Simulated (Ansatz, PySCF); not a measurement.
CH3AlBrFO, SMILES C[O][Al]([Br])[F]. Atoms are numbered in the order given.

```xyz
8

Al     0.6947     0.0792    -0.5427
F      1.8085     1.3006    -0.5911
Br    -0.8748     0.0905     1.0573
O      0.7811    -1.1309    -1.6993
C      0.1052    -2.3064    -2.0533
H     -0.2862    -2.2255    -3.0823
H      0.7965    -3.1665    -2.0238
H     -0.7441    -2.5272    -1.3808
```

The structure is a stationary point at B3LYP-D3(BJ)/def2-SVP. Other conformers were not sampled.

Two levels are set side by side: PBE-D3(BJ)/def2-SVP (Ansatz, an electronic-structure program) and B3LYP-D3(BJ)/def2-SVP (Ansatz). Each level has its own optimised geometry; the coordinates shown are those of the second. Frequencies come from the Hessian of PySCF at each geometry. Differences are taken from unrounded values.

```csv
quantity,B3LYP-D3(BJ),PBE-D3(BJ),PBE-D3(BJ) minus B3LYP-D3(BJ)
mean bond length (Å),1.469,1.479,0.010
bond Al1–F2 (Å),1.654,1.666,0.012
bond Al1–Br3 (Å),2.241,2.248,0.007
bond Al1–O4 (Å),1.676,1.694,0.018
bond O4–C5 (Å),1.401,1.407,0.006
bond C5–H6 (Å),1.104,1.112,0.008
bond C5–H7 (Å),1.104,1.112,0.008
bond C5–H8 (Å),1.106,1.114,0.009
highest harmonic wavenumber (cm⁻¹),3080,3014,-66
mean harmonic wavenumber (cm⁻¹),1120,1089,-31
zero-point energy (kcal/mol),28.82,28.02,-0.79
```

Exact exchange shortens and stiffens bonds; PBE has none. Differences between two approximate levels are no errors against the true value.
